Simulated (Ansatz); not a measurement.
Sn21H31Br⁻, a nanocrystal cut from the lattice of tin (1 of the caps Br). Charge -1, multiplicity 2. Geometry r2SCAN-D4/def2-SVP, that of the neutral singlet.

```xyz
53

Sn   -0.8142   -0.3985    5.7373
Sn    5.5681   -1.3937    0.7603
Sn    2.5675   -3.1169   -2.3811
Sn    0.7424   -1.7084    1.5842
Sn    0.2972    2.6832    2.5838
Sn    2.0280    1.3249   -1.4625
Sn   -2.4943    0.8152   -0.5989
Sn   -4.1041    2.0700    3.5554
Sn   -0.6672   -0.5549   -4.5960
Sn   -1.4434    4.0215   -3.8784
Sn    3.3960   -1.6421    2.5154
Sn   -0.7999   -2.4291    3.8179
Sn   -1.5190    2.0697    4.6244
Sn    0.7922   -3.7753   -0.3164
Sn    5.1985   -3.1112   -1.4128
Sn    1.9010   -0.6197   -3.4720
Sn   -4.3859    0.2988    1.4102
Sn   -2.6703   -1.0397   -2.6970
Sn    0.0920    0.8085    0.5030
Sn   -2.9945    3.3724   -1.6427
Sn   -1.2121    1.9468   -5.7390
Br    3.6768   -4.0913    3.1913
H    -1.8860   -0.7955    7.0247
H     0.7636   -0.2623    6.4092
H     6.9707   -1.8437    1.6449
H     5.7713    0.2309    0.2438
H     2.4592   -4.2990   -3.6373
H     1.9136    2.6403    3.1845
H     0.0302    4.2689    1.9673
H     3.5769    1.2986   -0.7042
H     1.8182    2.9043   -2.1148
H    -5.2558    1.7039    4.7819
H    -4.4579    3.6541    2.9817
H    -0.7623   -1.7523   -5.8386
H     0.1226    4.4936   -3.3541
H    -2.1450    5.3849   -4.6610
H     3.6051   -0.7895    4.0031
H    -0.1742   -3.8879    4.4765
H    -2.4109   -2.7407    3.2999
H    -1.4332    3.2847    5.8497
H     1.2840   -5.2332    0.4450
H    -0.7895   -4.0168   -0.9496
H     5.6181   -4.7041   -0.9213
H     6.2743   -2.6564   -2.6790
H     3.0401   -0.2296   -4.7128
H    -4.2209   -1.3245    1.9548
H    -5.9629    0.4510    0.7343
H    -2.6030   -2.6447   -2.0838
H    -4.2055   -0.8481   -3.4576
H    -2.7390    4.5436   -0.4041
H    -4.6588    3.4595   -2.0812
H     0.0039    2.3494   -6.8905
H    -2.7013    1.8305   -6.5980
```

In the def2 sets Sn takes a core potential; there is no spin–orbit coupling. Single mean-field runs in def2-TZVP are fitted with def2-universal-jkfit.

**Question.** Estimate the α-spin orbital energies around the gap (eV) in Ansatz with PBE-D4/def2-TZVP, PBE0-D4/def2-TZVP, BHLYP-D4/def2-TZVP.

**Answer.** 
```
orbital  PBE-D4/def2-TZVP  PBE0-D4/def2-TZVP  BHLYP-D4/def2-TZVP
 HOMO−5             -3.82              -4.65               -5.31
 HOMO−4             -3.72              -4.53               -5.21
 HOMO−3             -3.72              -4.51               -5.19
 HOMO−2             -3.53              -4.30               -4.97
 HOMO−1             -3.50              -4.26               -4.94
   HOMO             -0.62              -0.69               -0.85
   LUMO             -0.53               0.14                0.90
 LUMO+1             -0.40               0.25                1.01
 LUMO+2             -0.35               0.31                1.06
 LUMO+3             -0.22               0.42                1.17
 LUMO+4             -0.07               0.61                1.36
 LUMO+5             -0.04               0.64                1.40
 β HOMO             -3.47              -4.18               -4.82
 β LUMO             -0.56               0.15                0.91
```
